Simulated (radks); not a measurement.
The sulfur anion S2-, [Ar], held by a Watson sphere: a shell of charge +2 at radius R that stands for the Madelung well of a crystal (potential energy -2/R inside, -2/r outside, in hartree with lengths in bohr). Method: non-relativistic Kohn-Sham, PBE, spin-polarised, spherical densities, point nucleus; computed with a radial shooting solver on a logarithmic mesh with Libxc functionals. Response by self-consistent Sternheimer equations with the Hartree and adiabatic LDA kernel. The sphere does not respond.

\begin{tabular}{lrrrrrrr}
R (bohr) & e(2p) (eV) & e(3s) (eV) & e(3p) (eV) & <r> 3p (bohr) & sum of <r^2> (bohr^2) & X-ray form factor at sin(theta)/lambda = 0.3 1/angstrom & alpha (bohr^3) \\ \hline
1.96 & -153.43 & -18.502 & -8.547 & 2.054 & 38.96 & 9.000 & 22.65 \\
2.06 & -153.38 & -18.184 & -8.347 & 2.081 & 39.91 & 8.979 & 23.95 \\
2.65 & -153.16 & -16.474 & -7.100 & 2.232 & 45.39 & 8.937 & 33.84 \\
2.85 & -153.04 & -15.969 & -6.681 & 2.279 & 47.18 & 8.940 & 38.13 \\
3.11 & -152.86 & -15.371 & -6.157 & 2.336 & 49.44 & 8.949 & 44.50 \\
3.19 & -152.79 & -15.200 & -6.002 & 2.352 & 50.13 & 8.952 & 46.66 \\
3.73 & -152.30 & -14.181 & -5.036 & 2.456 & 54.61 & 8.971 & 63.94 \\
3.87 & -152.17 & -13.953 & -4.810 & 2.481 & 55.75 & 8.975 & 69.28 \\
4.56 & -151.54 & -13.001 & -3.836 & 2.592 & 61.26 & 8.988 & 102.2 \\
\end{tabular}
